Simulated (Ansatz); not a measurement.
C₂H₈SSi₂ (`[SiH3][SiH]1CCS1`) from Hartree–Fock to CCSD(T)

```
atom   x (Å)   y (Å)   z (Å)
 Si1  -0.500  -1.732   1.394
 Si2   0.824  -0.510  -0.101
  C3  -0.109   0.574  -1.329
  C4   0.045   1.839  -0.464
  S5   1.427   1.393   0.687
  H6   0.302  -2.122   2.585
  H7  -1.640  -0.885   1.839
  H8  -1.044  -2.967   0.763
  H9   1.920  -1.364  -0.639
 H10   0.462   0.666  -2.255
 H11  -1.141   0.328  -1.581
 H12  -0.851   2.041   0.125
 H13   0.305   2.738  -1.023
```

Total charge 0; spin multiplicity 1. All single points use the PBE0-D4/def2-TZVP geometry. Frozen core, restricted reference, Ansatz. CBS rows extrapolate triple and quadruple zeta; past MP2 they add the triple-zeta difference.

```tsv
basis	HF (Eh)	MP2 corr.	CCSD corr.	(T)	CCSD(T) total
def2-TZVPP	?	-0.76294	-0.83076	?	?
def2-QZVPP	?	-0.81856	–	–	–
CBS(def2)	-1055.89536	?	-0.92758	as TZ	?
```

Problem. Fill in the withheld values. (Best estimate.)

Solution. The calculation gave: def2-TZVPP HF (Eh): -1055.85846; def2-TZVPP (T): -0.03686; def2-TZVPP CCSD(T) total: -1056.72608; def2-QZVPP HF (Eh): -1055.89089; CBS(def2) MP2 corr.: -0.85975; CBS(def2) CCSD(T) total: -1056.85980.
